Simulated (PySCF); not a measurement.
Changes within a family of molecules, several properties at once.

PySCF, B3LYP/def2-SVPD, density fitting, gas phase; each molecule at its own PBE0-D3(BJ)/def2-SVP geometry, one conformer. Singlet excitations by full TDDFT with frozen cores and triplets by Tamm–Dancoff TDDFT. 

Reference: `C=C[Si](C=C)(C=C)OC`, with HOMO energy -7.46 eV, LUMO energy -1.19 eV, lowest singlet excitation 5.40 eV, lowest triplet excitation 4.13 eV, mean polarisability 114.7 au and dipole moment 0.99 D.

Changes against it:

```
                  molecule  Δ HOMO energy (eV)  Δ LUMO energy (eV)  Δ lowest singlet excitation (eV)  Δ lowest triplet excitation (eV)  Δ mean polarisability (au)  Δ dipole moment (D)
C=C[Si](C=C)(C=C)NC(C)(C)C               +1.23               +0.38                             -0.84                             -0.08                       +41.9                -0.46
   C=C[Si](C=C)(C=C)NC(C)C               +1.20               +0.38                             -0.79                             -0.04                       +29.2                -0.43
C=C[Si](C=C)(C=C)OC(C)(C)C               +0.20               +0.22                             -0.01                              0.00                       +36.0                -0.14
 C=C[Si](C=C)(C=C)c1ccccc1               +0.40               +0.26                             -0.15                             -0.05                       +51.7                -0.74
```

Rows whose labels were lost:

```json
{"row": "P", "Δ HOMO energy (eV)": "+0.40", "Δ LUMO energy (eV)": "+0.61", "Δ lowest singlet excitation (eV)": "+0.35", "Δ lowest triplet excitation (eV)": "+0.14", "Δ mean polarisability (au)": "+33.6", "Δ dipole moment (D)": "-0.84"}
{"row": "Q", "Δ HOMO energy (eV)": "+0.07", "Δ LUMO energy (eV)": "+0.23", "Δ lowest singlet excitation (eV)": "+0.15", "Δ lowest triplet excitation (eV)": "+0.04", "Δ mean polarisability (au)": "+24.2", "Δ dipole moment (D)": "+0.15"}
{"row": "R", "Δ HOMO energy (eV)": "+1.68", "Δ LUMO energy (eV)": "+0.60", "Δ lowest singlet excitation (eV)": "-1.04", "Δ lowest triplet excitation (eV)": "+0.02", "Δ mean polarisability (au)": "+64.4", "Δ dipole moment (D)": "-0.61"}
```

Problem. Which row belongs to which of `C=C[Si](C=C)(C=C)OC(C)C`, `C=C[Si](C=C)(C=C)N(C(C)C)C(C)C` and `C=C[Si](C=C)(C=C)C(C)(C)C`?

Solution. P = `C=C[Si](C=C)(C=C)C(C)(C)C`, Q = `C=C[Si](C=C)(C=C)OC(C)C` and R = `C=C[Si](C=C)(C=C)N(C(C)C)C(C)C`. P and Q are told apart most clearly by the mean polarisability (+33.6 against +24.2 au); P and R are told apart most clearly by the mean polarisability (+33.6 against +64.4 au); Q and R are told apart most clearly by the mean polarisability (+24.2 against +64.4 au).
